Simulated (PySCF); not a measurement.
A species of formula C2H7FSi2 has this rotational fingerprint, computed with PySCF, PBE0-D3(BJ)/def2-SVP geometry optimisation, gas phase:

* Rotational constants: A = 7466, B = 1419, C = 1372 MHz
* Dipole components: |μa| = 1.35 D, |μb| = 0.70 D, |μc| = 0.41 D
* Inertial defect: -55.54 u·Å²
* κ: -0.98

Question: Which candidate fits, each taken in the one conformer that was computed?
A. `[F:1][SiH2:2]/[CH:3]=[CH:4]/[SiH3:5]` with F1–Si2–C3–C4 0°
B. `F[SiH]1C[SiH2]C1`
C. `F[C@@H]1C[Si@H]1[SiH3]`

Answer: C. It is F[C@@H]1C[Si@H]1[SiH3], a near-prolate asymmetric top, point group C1. The candidates at the same level (rigid rotor, commonest isotopes):

```
                SMILES  A (MHz)  B (MHz)  C (MHz)  μa (D)  μb (D)  μc (D)  Δ (u·Å²)  point group                        rotor
    F[SiH2]/C=C/[SiH3]     9274     1133     1034    0.41    1.24    0.00    -11.88           Cs  near-prolate asymmetric top
      F[SiH]1C[SiH2]C1     5684     2276     1980    1.18    0.00    0.98    -55.67           Cs               asymmetric top
F[C@@H]1C[Si@H]1[SiH3]     7466     1419     1372    1.35    0.70    0.41    -55.54           C1  near-prolate asymmetric top
```

`F[SiH2]/C=C/[SiH3]` has C 25 % too low; `F[SiH]1C[SiH2]C1` has B 60 % too high. No structure here is proved a minimum.
